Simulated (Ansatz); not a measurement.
Species: CH₆BO₂Si, charge 0, multiplicity 2. It need not be the lowest isomer of its formula. 
Structure (B3LYP-D3(BJ)/def2-TZVP (Ansatz, a quantum-chemistry and plane-wave program) minimum search):
SMILES: [SiH](C)B(O)O
```xyz
11

C     -2.2860     0.5697    -0.2389
Si    -0.8488    -0.6395    -0.3470
B      0.9705     0.0389     0.1669
O      1.2057     1.3793     0.0619
O      2.0139    -0.7645     0.5557
H     -2.5679     0.7441     0.8030
H     -3.1642     0.1960    -0.7672
H     -2.0003     1.5274    -0.6755
H     -1.1913    -1.9637     0.2450
H      2.1162     1.6155     0.2841
H      1.7970    -1.6980     0.6264
```
Charge 0, spin multiplicity 2.

Wanted: atomisation energy (electronic, to ground-state atoms), in eV. Valence correlation only, unless marked. Open shells are spin-unrestricted. Spin-orbit coupling is left out. No relativistic terms. The coupled-cluster limit lacks core correlation, which all-electron functionals hold. CBS marks a two-point X^-3 extrapolation of the correlation energy; Hartree-Fock from the larger set.

| level | program | atomisation energy (eV) |
|---|---|---|
| HF/6-31G | Ansatz | 28.87 |
| r2SCAN-D4/def2-TZVPD | Ansatz + dftd4 | 43.75 |
| B3LYP-D4/def2-TZVPD | Ansatz + dftd4 | 43.39 |
| PBE0/STO-3G | Ansatz | 50.68 |
| r2SCANh/def2-TZVPD | Ansatz | 43.39 |
| HSE06-D3(BJ)/def2-TZVPD | Ansatz + dftd3 | 43.46 |
| HSE06-D4/def2-TZVPD | Ansatz + dftd4 | 43.48 |
| LC-wPBE-D4/def2-TZVPD | Ansatz + dftd4 | 43.61 |
| LC-wPBE/def2-TZVPD | Ansatz | 43.37 |
| wB97M-V/def2-TZVPD | Ansatz | 43.46 |
| MP2/6-31G | Ansatz | 36.18 |
| RI-MP2/CBS(cc-pV(T+d)Z,cc-pV(Q+d)Z) | Ansatz | 44.30 |
| SCS-MP2/cc-pV(Q+d)Z | Ansatz | 43.56 |
| CCSD/STO-3G | Ansatz | 42.94 |
| CCSD(T)/CBS(cc-pV(T+d)Z,cc-pV(Q+d)Z) | Ansatz | 43.43 |
